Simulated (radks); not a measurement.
Charge is removed step by step from the 4d down level of neutral tin, starting from [Kr] 4d(up 5, down 5) 5s2 5p2. Method: non-relativistic Kohn-Sham, PBEsol, spin-polarised, spherical densities, point nucleus; open shells are filled with parallel spins first (spin-orbit coupling, left out, can overturn this in heavy ions); relativity is left out, which matters for an element this heavy; computed with a radial shooting solver on a logarithmic mesh with Libxc functionals.

removed (e)  E - E(0) (eV)  eigenvalue (eV)  E minus straight line (eV)
0                    0.000          -26.994                       0.000
0.1                  2.763          -28.271                      -0.609
0.2                  5.655          -29.574                      -1.088
0.3                  8.679          -30.902                      -1.436
0.4                 11.836          -32.253                      -1.650
0.5                 15.130          -33.627                      -1.728
0.6                 18.562          -35.022                      -1.667
0.7                 22.135          -36.436                      -1.466
0.8                 25.850          -37.871                      -1.122
0.9                 29.710          -39.323                      -0.634
1                   33.715          -40.794                       0.000

Removing the whole electron costs 33.715 eV by Delta-SCF, against 26.994 eV from minus the eigenvalue at the starting occupation. Slater's transition state (half an electron removed) gives 33.627 eV. Integrating minus the eigenvalue over the occupation (Janak's theorem) gives 33.715 eV. The mean slope of the eigenvalue, de/dn, is 13.8 eV per electron.
